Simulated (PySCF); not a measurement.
From results back to the method.

Compound: C7H9N.
SMILES: `c1cc(N)c(cc1)C`

The closed-shell ground state was solved 5 times with PySCF (density fitting, gas phase), always in the pcSseg-1 basis (181 functions), with these functionals: B3LYP, CAM-B3LYP, HF, KT2 and PBE0. Isolated species at its PBE0-D3(BJ)/def2-SVP geometry, gas phase.

```tsv
row	total energy (Eh)	HOMO (eV)	LUMO (eV)	dipole (D)
P	-332.6477	-4.83	-0.75	1.95
Q	-326.8924	-5.59	-0.06	1.89
R	-324.7113	-7.81	3.69	1.66
S	-326.4918	-5.81	0.11	1.90
T	-326.7019	-6.99	1.21	1.83
```

Question: Which functional belongs to which row?

Answer: P = KT2, Q = B3LYP, R = HF, S = PBE0, T = CAM-B3LYP. By rising HOMO–LUMO gap: KT2 (GGA) 4.08 eV; B3LYP (global hybrid, 20 % exact exchange) 5.53 eV; PBE0 (global hybrid, 25 % exact exchange) 5.92 eV; CAM-B3LYP (range-separated hybrid) 8.20 eV; HF (all exact exchange) 11.50 eV. Total energies of different functionals aren't bounds to one another; each is stationary for its own functional.

The values belong to the conformer `[CH3:1][c:2]1[cH:3][cH:4][cH:5][cH:6][c:7]1[NH2:8]`: H–N8–C7–C6 155°, H–N8–C7–C6 19°.
